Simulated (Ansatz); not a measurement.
BCl, closed-shell singlet (the spin of the measured ground state), most abundant isotopes (11.0093 and 34.9689 u). Constants from fifth-degree fits in 1/R to seven points on the lowest solution found; no spin–orbit coupling, no relativity up to Kr; ω_e x_e and α_e move by some per cent with the fit.

Cores are frozen in the correlated methods. CBS(a, b) extrapolates the correlation energy as X⁻³ and adds the Hartree–Fock energy of set b.

The values were computed with Ansatz (Gaussian orbitals). Values without a source in brackets are computed.

| level | r_e (Å) | ω_e (cm⁻¹) | ω_e x_e (cm⁻¹) | α_e (cm⁻¹) |
|---|---|---|---|---|
| PBE/def2-TZVPP | 1.7317 | 810.2 | 5.12 | 0.00672 |
| CCSD(T)/CBS(aug-cc-pV(Q+d)Z, aug-cc-pV(5+d)Z) | 1.7212 | 836.6 | 5.39 | 0.00673 |

D_e from total energies of the atoms and the molecule: 5.53 eV at PBE/def2-TZVPP.

### Question
Derive the rotational constants, the centrifugal constant, the fundamental, the zero-point energy and the force constant, and test the Morse rule for the well depth.

### Answer

μ = 8.37317 u.
- PBE/def2-TZVPP: B_e = 16.8576/(μ r_e²) = 0.67136 cm⁻¹; B₀ = B_e − α_e/2 = 0.66800 cm⁻¹; D = 4B_e³/ω_e² = 1.84e-06 cm⁻¹; fundamental ω_e − 2ω_e x_e = 800 cm⁻¹; zero-point energy ω_e/2 − ω_e x_e/4 = 404 cm⁻¹; k = μ(2πcω_e)² = 324 N/m; the line J = 1 ← 0 at 2B₀ = 40.05 GHz; a Morse well would hold ω_e²/(4ω_e x_e) = 3.97 eV against the computed D_e of 5.53 eV
- CCSD(T)/CBS(aug-cc-pV(Q+d)Z, aug-cc-pV(5+d)Z): B_e = 16.8576/(μ r_e²) = 0.67960 cm⁻¹; B₀ = B_e − α_e/2 = 0.67623 cm⁻¹; D = 4B_e³/ω_e² = 1.79e-06 cm⁻¹; fundamental ω_e − 2ω_e x_e = 826 cm⁻¹; zero-point energy ω_e/2 − ω_e x_e/4 = 417 cm⁻¹; k = μ(2πcω_e)² = 345 N/m; the line J = 1 ← 0 at 2B₀ = 40.55 GHz

Doubts at one or more of the structures used: a restricted determinant that unrestricted orbitals would lower (CCSD(T)/CBS(aug-cc-pV(Q+d)Z, aug-cc-pV(5+d)Z)).

Measured for the ground state: r_e 1.7159 Å [Huber and Herzberg (1979), NIST Chemistry WebBook]; ω_e 840.29 cm⁻¹ [Irikura, J. Phys. Chem. Ref. Data 36, 389 (2007)].

Ansatz is a program for electronic structure.
